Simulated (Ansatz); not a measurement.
Geometry optimisation, RKS r2SCANh/def2-SVP in Ansatz 0.2.0.

Input file:

```yaml
crystal:
  periodic: [false, false, false]
  atoms:
    - { symbol: "N", position_ang: [-0.5017, 1.3461, 0.145] }
    - { symbol: Si, position_ang: [0.2808, -0.1315, 0.5722] }
    - { symbol: Zn, position_ang: [0.3029, -1.8242, -1.0687] }
    - { symbol: Cl, position_ang: [0.234, -1.7869, -1.4524] }
    - { symbol: H, position_ang: [0.18075, 2.15858, 0.20999] }
    - { symbol: H, position_ang: [-1.24177, 1.59382, 0.89207] }
    - { symbol: H, position_ang: [1.7183, 0.161, 0.8932] }
    - { symbol: H, position_ang: [-0.3318, -0.7085, 1.7398] }
basis:
  gaussian: { orbitals: def2-SVP }
hamiltonian:
  xc: r2scanh
relax:
  f_tol: 0.015
  max_steps: 40
```

Command:

```bash
$ ansatz run input.yaml --threads 2 --pin off --max-ram 3072MiB --backend cpu --events-out ev --progress --plain --runs-dir out
```

Q: Where does it end, and by what steps?

A: The forces met the threshold. After 22 steps the energy has fallen by 2149.233 eV; Cl4 moved furthest, 1.55 Å. The start is strongly strained (largest force component 14519 eV/Å).

```csv
step,energy less start (eV),largest force component (eV/Å),accepted
0,0.0000,14519.328,yes
1,-1928.4463,1058.362,yes
2,-1963.0006,865.648,yes
3,-2024.7763,540.271,yes
4,-2081.9965,269.315,yes
5,-2115.2741,134.573,yes
6,-2138.9627,42.136,yes
7,-2145.0742,17.319,yes
8,-2146.1944,14.681,yes
9,-2146.8162,12.433,yes
10,-2148.6642,3.055,yes
11,-2149.0227,1.109,yes
12,-2148.9351,1.709,no
13,-2149.1184,0.524,yes
14,-2149.1610,0.183,yes
15,-2149.1782,0.178,yes
16,-2149.2046,0.106,yes
17,-2149.2213,0.190,yes
18,-2149.2230,0.420,yes
19,-2149.2318,0.113,yes
20,-2149.2227,0.538,no
21,-2149.2333,0.016,yes
22,-2149.2334,0.012,yes
```

```xyz
8
Properties=species:S:1:pos:R:3
N -0.568 1.447 0.445
Si 0.304 0.001 0.866
Zn 0.359 -1.464 -0.967
Cl 0.401 -2.799 -2.612
H -0.286 1.977 -0.372
H -0.824 2.084 1.193
H 1.700 0.201 1.390
H -0.445 -0.640 1.989
```

Whether the end is a true minimum wasn't checked by a vibrational analysis.

The run took 100 s on 2 threads of AMD EPYC 7B13 (Zen 3) (shared host), peak memory 0.31 GiB.
